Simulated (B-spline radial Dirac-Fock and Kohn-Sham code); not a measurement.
## Satellites and hypersatellites of the K lines of Co⁴⁺

System: Co⁴⁺, configuration [Ar] 3d5.

Calculated with a radial finite-basis atomic code, using relaxed Dirac-Fock hole states (ΔSCF) with Breit and QED corrections and a finite nucleus. Each two-hole energy is an average over J within one jj subconfiguration, not an observable level; in light atoms, where LS coupling holds, the j-resolved values are not observed lines, and for a K spectator the Kα1 hypersatellite is nearly forbidden. The model has no electron correlation.

Lines without a spectator: Kα2 (K-L2) 6912.8 eV, Kα1 (K-L3) 6927.3 eV, Kβ3 (K-M2) 7651.0 eV, Kβ1 (K-M3) 7652.9 eV. Shifts in eV with one spectator hole (a dash: not computed, or left out as unreliable):

```csv
spectator hole,Kα2,Kα1,Kβ3,Kβ1
L2 (2p1/2),+26.43,+32.4,–,+74.8
L3 (2p3/2),+30.0,+28.80,+72.2,–
M2 (3p1/2),–,+2.56,+6.88,+8.59
M3 (3p3/2),+2.33,–,+8.17,+7.73
```

Q: Where does the K-L3 hypersatellite lie, emitted when both K electrons are missing?

A: +286.3 eV from the normal line, at 7213.6 eV. Removing both K electrons costs 15972.6 eV, which is 389.4 eV more than twice the K binding energy. In light atoms the observed hypersatellite is the ¹S₀ → ¹P₁ component, which lies below this average, and the triplet component is nearly forbidden.

With n spectator holes in 2p, averaged over the 2p shell (energies in eV):

| n | KαLⁿ | step | hypersatellite KαʰLⁿ |
| --- | --- | --- | --- |
| 0 | 6922.4 | – | 7208.0 |
| 1 | 6952.4 | +29.9 | 7239.2 |
| 2 | 6983.5 | +31.1 | 7271.5 |
| 3 | 7015.8 | +32.3 | 7305.1 |
| 4 | 7049.2 | +33.5 | 7339.8 |
| 5 | 7083.9 | +34.7 | 7375.8 |
